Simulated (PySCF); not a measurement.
Isomers of C5H8F2, one GFN2-xTB conformer each. Single-point energies are computed at PBE0/pcSseg-1 (PySCF, gas phase, no added dispersion term), electronic only.

| SMILES | GFN2-xTB relative energy (kcal/mol) |
| --- | --- |
| C[C@H](F)/C=C/CF | 28.1 |
| FCC1(F)CCC1 | 16.5 |
| FC/C=C\CCF | 31.1 |
| F[C@@H]1CCC[C@H]1F | 0.0 |

Conformers: `[CH3:1][C@H:2]([F:3])/[CH:4]=[CH:5]/[CH2:6][F:7]` with C1–C2–C4–C5 117°, C4–C5–C6–F7 1°; `[F:1][CH2:2][C:3]1([F:4])[CH2:5][CH2:6][CH2:7]1` with F1–C2–C3–F4 180°, C2–C3–C5–C6 110°, C3–C5–C6–C7 9°, C5–C6–C7–C3 -9°, C2–C3–C7–C6 -110°; `[F:1][CH2:2]/[CH:3]=[CH:4]\[CH2:5][CH2:6][F:7]` with F1–C2–C3–C4 177°, C3–C4–C5–C6 -121°, C4–C5–C6–F7 -178°; `[F:1][C@@H:2]1[CH2:3][CH2:4][CH2:5][C@H:6]1[F:7]` with F1–C2–C3–C4 -138°, C2–C3–C4–C5 36°, C3–C4–C5–C6 -40°, C4–C5–C6–F7 -89°.

Problem. What does PBE0/pcSseg-1 give for the same structures?

Solution. 
```
            SMILES  PBE0/pcSseg-1 E (Eh)  PBE0/pcSseg-1 (kcal/mol)  GFN2-xTB (kcal/mol)  point group
F[C@@H]1CCC[C@H]1F            -394.56756                       0.0                  0.0           C1
       FCC1(F)CCC1            -394.53964                      17.5                 16.5           Cs
  C[C@H](F)/C=C/CF            -394.53879                      18.1                 28.1           C1
        FC/C=C\CCF            -394.52707                      25.4                 31.1           C1
```

Both levels put the same isomer lowest; measured from each level's own lowest isomer, the values differ by up to 10.0 kcal/mol (C[C@H](F)/C=C/CF: 28.1 against 18.1). As drawn, the highest has a C=C bond outside aromatic rings, which the lowest lacks. Neighbours under 2.5 kcal/mol apart (FCC1(F)CCC1 and C[C@H](F)/C=C/CF) can change places with a better method, another conformer or zero-point energy.

Problem. Which frontier levels, dipoles and rotational constants go with these structures?

Solution. 
| SMILES | HOMO (eV, PBE0/pcSseg-1) | LUMO (eV) | dipole (D) | A, B, C (MHz) |
| --- | --- | --- | --- | --- |
| F[C@@H]1CCC[C@H]1F | -8.87 | 1.25 | 1.89 | 3227, 2724, 1820 |
| FCC1(F)CCC1 | -8.62 | 1.39 | 0.44 | 3207, 2664, 1915 |
| C[C@H](F)/C=C/CF | -7.50 | 0.24 | 0.29 | 5809, 1215, 1067 |
| FC/C=C\CCF | -7.63 | -0.11 | 1.11 | 7347, 902.4, 843.7 |
